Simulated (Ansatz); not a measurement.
`C#C[SiH2]S[SiH3]` → `C#CS[SiH3]` + `[SiH2]`  (silylene formation by 1,1-elimination)

Isolated molecules relaxed with PBE0-D4/def2-TZVP in Ansatz; ΔE leaves out vibrations. CBS: MP2 limit from def2 TZ/QZ plus the TZ coupled-cluster correction, frozen cores. This one scheme is used for every species. Functionals use def2-TZVPP. B3LYP here is the variant with VWN-RPA as its local correlation; programs differ in this. Each species was taken in one conformer, which may not be the lowest.

| level | ΔE (kcal/mol) |
| --- | --- |
| B2PLYP | 87.0 |
| PBE | 84.9 |
| B3LYP | 82.7 |
| MP2/def2-TZVPP | 93.3 |
| SCS-MP2/def2-TZVPP | 89.9 |
| SCS-MP2/def2-QZVPP | 91.5 |
| HF/CBS(def2) | 85.7 |
| MP2/CBS(def2) | 95.8 |

(1) What does CCSD(T)/CBS give? (Best estimate.)

Largest T1 diagnostic among the species: 0.014.

## Answers

(1) The calculation gave: +90.3 kcal/mol. The listed levels differ from it by -3.3, -5.4, -7.6, 3.0, -0.4, 1.2, -4.6, 5.5 kcal/mol.

The D4 term adds +4.1 kcal/mol with B3LYP and +2.3 kcal/mol with PBE0; it sums over pairs of atoms, weighted by their polarisabilities, and B3LYP, whose exchange is more repulsive, gets the larger term. From PBE to PBE0 (25 % exact exchange), in def2-TZVPP and without D4, ΔE moves by +3.6 kcal/mol. In def2-TZVPP, CCSD(T) changes the Hartree–Fock value by +2.2 kcal/mol (the triples alone add +0.9 kcal/mol) and MP2 by +7.8 kcal/mol.
